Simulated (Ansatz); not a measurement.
Basis-set extrapolation for C₃H₉BO (`BCCCO`) (PBE0-D4/def2-TZVP geometry, frozen core, the Gaussian-basis code of Ansatz). Multiplicity 1, RHF reference.

```csv
,def2-TZVPP,def2-QZVPP
HF,-218.448672,-218.459242
MP2 correlation,-0.866599,-0.925569
CCSD(T) correlation,-0.951034,not run
```

Energies in hartree. Use E(X) = E(∞) + A·exp(−7.88·√X) for Hartree–Fock and E(X) = E(∞) + B·X^(−2.97) for correlation, with X = 3 and 4, and add CCSD(T) minus MP2 of the smaller set to the MP2 limit.

Q: What is the CCSD(T) energy at the basis-set limit?

A: HF limit: -218.459242 + (-0.010570) × 0.13774 = -218.46070. MP2 limit: -0.925569 + (-0.058970) × 0.74074 = -0.96925. Higher-order term: -0.951034 − (-0.866599) = -0.08444. Total: -219.51439 hartree, 301.1 kJ/mol below CCSD(T)/def2-TZVPP.
